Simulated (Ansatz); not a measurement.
A set of 12 reactions (group exchange), with CCSD(T)/CBS values in kJ/mol:

```
                                                                                   reaction      ΔE
                                           `B[S][GaH][Cl]` + SiH₄ → `B[S][GaH][SiH3]` + HCl   102.8
                                    `CCC(C(C)=O)C(C)=O` + `CC` → `CCCC(C(C)=O)C(C)=O` + CH₄    -8.3
`[CH3][Ge]([Cl])([Cl])[Cl]` + `C/C([SiH3])=C\F` → `[SiH3][Ge]([Cl])([Cl])[Cl]` + `CC(C)=CF`    18.3
                                    `BrB1C[SiH2]1` + `C[SiH3]` → `[SiH3]B1C[SiH2]1` + `CBr`   132.9
                        `N=C([SiH3])[SeH]` + `B1B[SiH2]1` → `[SiH3]B1B[SiH2]1` + `N=C[SeH]`   -23.6
                                        `C[NH][SnH3]` + `CCCl` → `C[CH](Cl)[SnH3]` + CH₃NH₂    16.0
                `[OH][Al]([OH])[F]` + `FCOC(F)[SiH3]` → `[OH][Al]([OH])[SiH3]` + `FCOC(F)F`   181.4
                          `CO[SiH](O)[GaH2]` + `C/N=C/O` → `O/C=[N]/[GaH2]` + `CO[SiH](C)O`  -114.7
                `C=C=C([SiH3])CCl` + `[SiH3][SnH3]` → `[SiH3][SnH2][CH2]Cl` + `C=C=C[SiH3]`   -12.5
                                      `[SiH3][AlH][SnH3]` + CH₄ → `[CH3][AlH][SnH3]` + SiH₄    12.3
                                    `BN(B)CC` + `C=C1O[SiH2]1` → `B/C=C1\O[SiH2]1` + `BNCC`    60.6
                                    `S[SiH2]S` + `[CH3][SnH3]` → `[CH3][SnH2][SiH2]S` + H₂S    27.5
```

Program: Ansatz. Geometries: PBE0-D4/def2-TZVP. ΔE: electronic, gas phase. CCSD(T)/CBS adds triple-zeta CCSD(T) − MP2 to the extrapolated MP2 energy (def2 sets, frozen cores). This one scheme is used for every species. Double bonds are as drawn, so ΔE can hold a change between cis and trans. DFT in def2-TZVPP. B3LYP here is the variant with VWN-RPA as its local correlation; programs differ in this. def2 core potentials past Kr. For Br, Ga, Ge, Se, Sn outer-core shells are correlated without core-valence functions, which leaves a few kJ/mol of doubt a bond. Scalar relativity is left out up to krypton. One conformer a species, not always the lowest.

(1) Give the mean, mean absolute and largest difference (level minus CCSD(T)/CBS, kJ/mol) for: PBE-D4, PBE0-D4, ωB97M-V, B2PLYP, PBE, r2SCAN, B3LYP, HF/def2-TZVPP, MP2/def2-TZVPP, SCS-MP2/def2-TZVPP, CCSD(T)/def2-TZVPP, MP2/def2-QZVPP, HF/CBS(def2), MP2/CBS(def2). (An estimate is asked.)

The largest T1 diagnostic in the set is 0.016, for `B/C=C1\O[SiH2]1` (customary mark 0.02).

CCSD(T)/CBS is a level of theory with its own doubt, and the functionals carry their triple-zeta basis error, so these figures describe this set and don't rank the functionals.

Results:

(1) Ansatz gave: 
```json
{"level": "PBE-D4", "mean": "-4.0", "mean absolute": "10.2", "largest": "-29.1"}
{"level": "PBE0-D4", "mean": "-2.5", "mean absolute": "8.1", "largest": "-27.4"}
{"level": "ωB97M-V", "mean": "0.5", "mean absolute": "3.4", "largest": "7.2"}
{"level": "B2PLYP", "mean": "0.8", "mean absolute": "3.9", "largest": "8.2"}
{"level": "PBE", "mean": "-3.8", "mean absolute": "10.3", "largest": "-30.9"}
{"level": "r2SCAN", "mean": "-0.9", "mean absolute": "5.4", "largest": "-15.8"}
{"level": "B3LYP", "mean": "0.0", "mean absolute": "5.9", "largest": "-11.4"}
{"level": "HF/def2-TZVPP", "mean": "4.9", "mean absolute": "9.2", "largest": "29.7"}
{"level": "MP2/def2-TZVPP", "mean": "1.4", "mean absolute": "5.4", "largest": "-10.4"}
{"level": "SCS-MP2/def2-TZVPP", "mean": "2.1", "mean absolute": "4.7", "largest": "10.7"}
{"level": "CCSD(T)/def2-TZVPP", "mean": "-0.1", "mean absolute": "2.3", "largest": "-8.6"}
{"level": "MP2/def2-QZVPP", "mean": "1.6", "mean absolute": "5.2", "largest": "12.5"}
{"level": "HF/CBS(def2)", "mean": "5.2", "mean absolute": "9.1", "largest": "29.9"}
{"level": "MP2/CBS(def2)", "mean": "1.5", "mean absolute": "5.1", "largest": "14.9"}
```
